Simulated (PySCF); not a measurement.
# V¹⁹⁺ (vanadium, charge +19): Hartree-Fock from Schrödinger to Dirac-Coulomb-Breit

Occupied: 1s1/2, 2s1/2. Hartree-Fock calculated with PySCF 2.14 in an even-tempered Gaussian basis (16 s from 1.5 bohr⁻², ratio 2.7; 11 p from 1.8 bohr⁻², ratio 2.7), Gaussian nucleus throughout. NR is non-relativistic, sf-X2C the spin-free one-electron X2C Hamiltonian, X2C adds the bare one-electron spin-orbit term, X2C-SNSO screens it by Boettger's factors, DC is four-component Dirac-Coulomb, and the Gaunt and Breit terms are added at first order (total energies over the DC spinors, levels after relaxing the spinors in that mean field). QED terms are absent. Levels marked empty are virtual spinors of this ion.

```csv
Hamiltonian,E (hartree),E − E(DC) (hartree),CPU seconds
NR,-625.9173,4.5613,0.2
sf-X2C,-630.3867,0.0919,0.1
X2C,-630.3867,0.0919,0.1
X2C-SNSO,-630.3867,0.0919,0.1
DC,-630.4786,0.0000,1.7
DC+Gaunt,-630.2894,0.1892,2.8
DC+Breit,-630.2928,0.1858,22
```

Give the 2p spin-orbit interval with each Hamiltonian that has one.

X2C 9.776; X2C-SNSO 8.919; DC 9.021; DC+Gaunt 8.684; DC+Breit 8.684 (eV).

```
   level (eV)       NR   sf-X2C      X2C  X2C-SNSO       DC  DC+Gaunt  DC+Breit
        1s1/2  -6577.8  -6620.3  -6620.3   -6620.3  -6622.5   -6618.0   -6618.0
        2s1/2  -1468.8  -1480.9  -1480.9   -1480.9  -1481.1   -1480.6   -1480.7
2p1/2 (empty)  -1345.7  -1349.6  -1356.2   -1355.6  -1355.7   -1354.9   -1355.0
2p3/2 (empty)  -1345.7  -1349.6  -1346.4   -1346.7  -1346.7   -1346.2   -1346.3
3s1/2 (empty)  -589.19  -592.97  -592.97   -592.97  -593.02   -592.90   -592.92
```

Weight of the small component: 1s1/2 0.00689, 2s1/2 0.00150, 2p1/2 0.00145, 2p3/2 0.00144, 3s1/2 0.000593.

Koopmans' value for the highest occupied level at DC+Breit: 1480.7 eV, against an ionisation energy of 1486.7 ± 0.5 eV (semi-empirical (NIST evaluation); NIST Atomic Spectra Database, ionization energies); the former lacks relaxation, correlation, QED and recoil.

The whole ladder took 28 s of wall time on 1 thread of Neoverse-V1 (shared host), launched as `OMP_NUM_THREADS=1 python relrun2.py TASK.json OUT` (a driver that calls PySCF for each Hamiltonian).
